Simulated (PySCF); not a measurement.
# `C1=C(C(=O)O)[Se]C=C1C`, C6H6O2Se

Geometry (Å), atoms numbered from 1 in this order:
```xyz
15

C    -2.486   -0.697    0.248
C    -1.194    0.005   -0.013
C    -1.100    1.279   -0.498
Se    0.641    1.864   -0.712
C     1.141    0.187   -0.071
C     2.548   -0.135    0.065
O     3.014   -1.174    0.460
O     3.312    0.912   -0.317
C     0.061   -0.601    0.224
H    -2.552   -0.988    1.296
H    -2.549   -1.602   -0.355
H    -3.331   -0.057    0.008
H    -1.934    1.914   -0.743
H     4.252    0.701   -0.221
H     0.174   -1.601    0.607
```

Level of theory: GIAO B3LYP/pcSseg-1 magnetisability, rotational g tensor and spin-rotation constants, non-relativistic, gas phase in PySCF 2.14.0. Geometry: GFN2-xTB.

The calculation is non-relativistic, which matters for the atoms heavier than Zn.

**Question.** Give the nuclear spin-rotation constants along the inertial axes (H = +C I·J) beside the isotropic shieldings.

**Answer.** Rotational constants 1.7918, 0.9977, 0.6434 GHz. A star marks the isotopologue with that one atom substituted, in its own axes.
| atom | isotope | Caa (kHz) | Cbb (kHz) | Ccc (kHz) | mean (kHz) | σ (ppm) |
| --- | --- | --- | --- | --- | --- | --- |
| H10 | 1H | -0.188 | -0.058 | -0.009 | -0.085 | 29.2 |
| H11 | 1H | -0.188 | -0.060 | -0.008 | -0.085 | 29.2 |
| H12 | 1H | -0.010 | -0.065 | -0.073 | -0.049 | 29.6 |
| H13 | 1H | 0.058 | -0.016 | -0.075 | -0.011 | 24.5 |
| H14 | 1H | 0.127 | -0.102 | -0.092 | -0.023 | 26.2 |
| H15 | 1H | -0.156 | 0.109 | -0.071 | -0.039 | 24.0 |
| C1 | 13C* | 0.248 | 0.155 | 0.103 | 0.169 | 161.6 |
| C2 | 13C* | 0.862 | 0.389 | 0.107 | 0.453 | 34.6 |
| C3 | 13C* | 0.836 | 0.396 | 0.118 | 0.450 | 32.8 |
| Se4 | 77Se* | 4.036 | 2.561 | 1.251 | 2.616 | 1077.0 |
| C5 | 13C* | 0.840 | 0.381 | 0.132 | 0.451 | 31.3 |
| C6 | 13C* | 0.872 | 0.365 | 0.169 | 0.469 | 15.5 |
| O7 | 17O* | -0.886 | -0.551 | -0.056 | -0.497 | -66.1 |
| O8 | 17O* | -0.455 | -0.190 | -0.137 | -0.261 | 128.8 |
| C9 | 13C* | 0.734 | 0.453 | 0.103 | 0.430 | 38.1 |

For the geometry as given, no vibrational averaging.
